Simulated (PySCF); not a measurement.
Does the answer move with the share of exact exchange?

Species: C3H10AsB.
InChI=1S/C3H10AsB/c4-5-3-1-2-3/h3H,1-2,5H2,4H3

Torsions of this conformer, `[AsH3+:1][BH2-:2][CH:3]1[CH2:4][CH2:5]1`: As1–B2–C3–C4 76°.

PySCF, pcSseg-1 basis, density fitting, gas phase, PBE0-D3(BJ)/def2-SVP geometry. One functional is left out:

```json
{"functional": "B97-D", "exact exchange (%)": "0", "HOMO energy (eV)": "-6.17", "LUMO energy (eV)": "-0.60", "dipole moment (D)": "3.379"}
{"functional": "BLYP", "exact exchange (%)": "0", "HOMO energy (eV)": "-6.06", "LUMO energy (eV)": "-0.66", "dipole moment (D)": "3.399"}
{"functional": "BP86", "exact exchange (%)": "0", "HOMO energy (eV)": "-6.29", "LUMO energy (eV)": "-0.70", "dipole moment (D)": "3.444"}
{"functional": "LDA", "exact exchange (%)": "0", "HOMO energy (eV)": "-6.30", "LUMO energy (eV)": "-0.86", "dipole moment (D)": "3.565"}
{"functional": "OPBE", "exact exchange (%)": "0", "HOMO energy (eV)": "-6.15", "LUMO energy (eV)": "-0.47", "dipole moment (D)": "3.517"}
{"functional": "PBE", "exact exchange (%)": "0", "HOMO energy (eV)": "-6.19", "LUMO energy (eV)": "-0.67", "dipole moment (D)": "3.474"}
{"functional": "B3LYP", "exact exchange (%)": "20", "HOMO energy (eV)": "-7.17", "LUMO energy (eV)": "-0.12", "dipole moment (D)": "3.540"}
{"functional": "B97-2", "exact exchange (%)": "21", "HOMO energy (eV)": "-7.13", "LUMO energy (eV)": "0.18", "dipole moment (D)": "3.567"}
{"functional": "PBE0", "exact exchange (%)": "25", "HOMO energy (eV)": "-7.37", "LUMO energy (eV)": "0.20", "dipole moment (D)": "3.630"}
{"functional": "BHandHLYP", "exact exchange (%)": "50", "HOMO energy (eV)": "-8.44", "LUMO energy (eV)": "0.99", "dipole moment (D)": "3.682"}
```

Predict the row of mPW1PW91 (25 % exact exchange) by straight lines through the other rows, and check it.

| property | line | computed | computed − line | PBE0 (25 %), for comparison |
| --- | --- | --- | --- | --- |
| HOMO energy (eV) | -7.34 | -7.40 | -0.06 | -7.37 |
| LUMO energy (eV) | 0.18 | 0.21 | +0.03 | 0.20 |
| dipole moment (D) | 3.582 | 3.608 | +0.026 | 3.630 |

Which of these properties follows the share of exact exchange most closely, and which least?

Most closely the HOMO energy, least the dipole moment; the correlations over the tabulated rows are HOMO energy -0.996, LUMO energy 0.980, dipole moment 0.820. The HOMO energy moves by -0.454 eV for every 10 %. Functionals with the same share still differ in their other parts: at 0 % BLYP and LDA differ by 0.24 eV in it.
